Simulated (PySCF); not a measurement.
# TPSS on F⁺ (fluorine, charge +1)

Configuration: [He] 2s2 2p4, high-spin 3P determinant. Computed with PySCF 2.14 in def2-TZVP (5s3p2d1f, 31 functions), with the non-relativistic Hamiltonian (point nucleus).

| Item | Value |
| --- | --- |
| Total energy | -99.1339 hartree |
| One-electron energy | -133.1788 hartree |
| Hartree (Coulomb) energy | 44.0011 hartree |
| Exchange-correlation energy | -9.9562 hartree |
| Kinetic energy | 98.89671 hartree |
| ⟨S²⟩ | 2.0022 |
| ⟨L²⟩ | 2.007 |
| Sum of ⟨r⟩ | 6.182 bohr |
| Sum of ⟨r²⟩ | 7.211 bohr² |
| Traceless quadrupole moment −½Σ⟨3z² − r²⟩ along its main axis | -0.526 e·bohr² |
| Density at the nucleus (Gaussians lack the cusp) | 438 bohr⁻³ |
| Spin density at the nucleus | -0.158 bohr⁻³ |
| Langevin diamagnetic susceptibility | -5.71 ×10⁻⁶ cm³/mol |
| Time after the integrals | 0.3 s of wall time on 1 thread of Neoverse-V1 (shared host) |

| shell | electrons | mean orbital energy (hartree) | spread (hartree) | rms radius, mean of both spins (bohr) |
| --- | --- | --- | --- | --- |
| 1s α | 1 | -25.27914 | 0 | 0.204 |
| 1s β | 1 | -25.20747 | 0 | 0.204 |
| 2s α | 1 | -1.82739 | 0 | 1.06 |
| 2s β | 1 | -1.65136 | 0 | 1.06 |
| 2p α | 3 | -1.10719 | 0.10395 | 1.11 |
| 2p β | 1 | -0.99068 | 0 | 1.11 |
